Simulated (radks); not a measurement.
Effect of the nuclear size on the europium ion Eu2+, [Xe] 4f7. All-electron calculation, Dirac Kohn-Sham, relativistic LDA (MacDonald-Vosko exchange, VWN5 correlation), spin-unpolarised, spherical densities, finite nucleus; open shells fill j = l - 1/2 first; Fermi nuclear charge, rms radius 5.1115 fm. Program: a radial shooting solver on a logarithmic mesh with Libxc functionals. The rms radius is varied about that value; shifts are against it.

[
 {"rms radius (fm)": "4.4572", "total energy shift (eV)": "-4.45", "density at nucleus (e/bohr^3)": "5.912e+05", "1s1/2 shift (meV)": "-1830", "2s1/2 shift (meV)": "-234", "4p1/2 shift (meV)": "0.243", "5s1/2 shift (meV)": "-1.90", "5p1/2 shift (meV)": "0.063", "4f7/2 shift (meV)": "0.211", "6s1/2 (empty) shift (meV)": "-0.300"},
 {"rms radius (fm)": "4.631", "total energy shift (eV)": "-3.31", "density at nucleus (e/bohr^3)": "5.857e+05", "1s1/2 shift (meV)": "-1360", "2s1/2 shift (meV)": "-174", "4p1/2 shift (meV)": "0.181", "5s1/2 shift (meV)": "-1.42", "5p1/2 shift (meV)": "0.047", "4f7/2 shift (meV)": "0.157", "6s1/2 (empty) shift (meV)": "-0.224"},
 {"rms radius (fm)": "5.1115", "total energy shift (eV)": "0", "density at nucleus (e/bohr^3)": "5.716e+05", "1s1/2 shift (meV)": "0.000", "2s1/2 shift (meV)": "0.000", "4p1/2 shift (meV)": "0.000", "5s1/2 shift (meV)": "0.000", "5p1/2 shift (meV)": "0.000", "4f7/2 shift (meV)": "0.000", "6s1/2 (empty) shift (meV)": "0.000"},
 {"rms radius (fm)": "5.4489", "total energy shift (eV)": "2.47", "density at nucleus (e/bohr^3)": "5.627e+05", "1s1/2 shift (meV)": "1020", "2s1/2 shift (meV)": "130", "4p1/2 shift (meV)": "-0.135", "5s1/2 shift (meV)": "1.06", "5p1/2 shift (meV)": "-0.035", "4f7/2 shift (meV)": "-0.117", "6s1/2 (empty) shift (meV)": "0.167"},
 {"rms radius (fm)": "6.1542", "total energy shift (eV)": "8.02", "density at nucleus (e/bohr^3)": "5.461e+05", "1s1/2 shift (meV)": "3290", "2s1/2 shift (meV)": "421", "4p1/2 shift (meV)": "-0.436", "5s1/2 shift (meV)": "3.43", "5p1/2 shift (meV)": "-0.113", "4f7/2 shift (meV)": "-0.380", "6s1/2 (empty) shift (meV)": "0.541"}
]

Slopes of the eigenvalues against <r^2> in GHz/fm^2, as finite differences over the two radii next to the reference (eigenvalue slopes, not the field-shift constants of lines): 1s1/2 69700, 2s1/2 8910, 4p1/2 -9.25, 5s1/2 72.6, 5p1/2 -2.39, 4f7/2 -8.04, 6s1/2 (empty) 11.5.
